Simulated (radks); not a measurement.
Species: P12+. Configuration: [He] 2s1. All-electron calculation, scalar-relativistic Kohn-Sham, r2SCAN, spin-unpolarised, spherical densities, finite nucleus; meta-GGA in the generalised Kohn-Sham scheme; Fermi nuclear charge, rms radius 3.1889 fm; without spin polarisation the odd electron is poorly described. Program: a radial shooting solver on a logarithmic mesh with Libxc functionals.

Normalised radial functions P(r) = r R(r), r in bohr:

r	2p	3s
0.005179	0.0039	0.0986
0.006428	0.0059	0.1198
0.007978	0.0089	0.1450
0.009981	0.0136	0.1756
0.01239	0.0205	0.2096
0.01537	0.0308	0.2477
0.01908	0.0460	0.2891
0.02387	0.0694	0.3337
0.02963	0.1021	0.3751
0.03677	0.1490	0.4100
0.046	0.2176	0.4318
0.05709	0.3087	0.4291
0.07085	0.4300	0.3915
0.08864	0.5919	0.3032
0.11	0.7827	0.1611
0.1365	0.9995	-0.0367
0.1695	1.2228	-0.2740
0.212	1.4332	-0.5227
0.2631	1.5669	-0.6944
0.3266	1.5837	-0.7116
0.4086	1.4463	-0.4922
0.5071	1.1684	-0.0419
0.6293	0.8087	0.5293
0.7873	0.4506	1.0112
0.9771	0.2010	1.1507
1.213	0.0667	0.9487
1.505	0.0154	0.6017
1.883	0.0021	0.2760
2.337	0.0002	0.0882
2.9	0.0000	0.0176

2p (empty): eigenvalue -554.56 eV, 0 radial nodes, <r> = 0.379 bohr, 90 % of the charge inside 0.609 bohr. 3s (empty): eigenvalue -229.26 eV, 2 radial nodes at r = 0.132, 0.516 bohr, <r> = 1.00 bohr, 90 % of the charge inside 1.47 bohr.
